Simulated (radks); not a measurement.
Dynamic dipole polarisability and lines of the strontium ion Sr+, [Kr] 5s1. Level of theory: scalar-relativistic Kohn-Sham, LDA (Slater exchange, VWN5 correlation), spin-polarised, spherical densities, finite nucleus; open shells are filled with parallel spins first (spin-orbit coupling, left out, can overturn this in heavy ions); Fermi nuclear charge, rms radius of each element as measured or else 0.836 A^(1/3) + 0.57 fm (a radial shooting solver on a logarithmic mesh with Libxc functionals). Time-dependent linear response with the Hartree and adiabatic LDA kernel, continuum included through the Sternheimer equations, no spin-orbit coupling, so fine structure and intercombination lines are absent. Lines are the poles of the dipole polarisability below minus the highest occupied eigenvalue, found on a grid refined at the orbital gaps; the lowest seven at most are given, and weak or close lines can be missed. The first line takes the name of the lowest orbital gap if no other gap lies below it; otherwise a line is named after a gap within 0.6 % of it, if that gap stands alone.

| photon energy (eV) | alpha (bohr^3) |
|---|---|
| 0 | 80.97 |
| 0.146 | 81.13 |
| 0.728 | 85.12 |
| 1.311 | 96.29 |
| 1.893 | 122.1 |
| 2.476 | 196.1 |
| 3.058 | 1003 |
| 3.641 | -234.3 |
| 4.223 | -91.58 |
| 4.806 | -51.86 |
| 5.389 | -33.52 |
| 5.971 | -23.10 |
| 6.554 | -16.43 |
| 7.136 | -11.87 |
| 7.719 | -8.465 |
| 8.301 | -6.138 |

Lines (eV, oscillator strength): 3.180 (389.9 nm, 5s-5p), f = 1.02. Higher lines, where found, are left out when the end of the mesh affects them. Those listed give 92 % of the static polarisability (sum of f/w^2). Orbital energy gaps for comparison: 5s-5p 3.082 eV; 5s-6p 6.995 eV; 5s-7p 7.922 eV. At laser wavelengths: 1550 nm 86.03, 1064 nm 92.58, 780 nm 105.9, 532 nm 167.8, 355 nm -356.5, 266 nm -58.76, 193 nm -17.70 bohr^3. Measured terms reached by dipole lines (averaged over J; NIST Handbook of Basic Atomic Spectroscopic Data, eV): 5s-5p 3.007; 5s-6p 6.938; those above the model threshold have no computed partner.
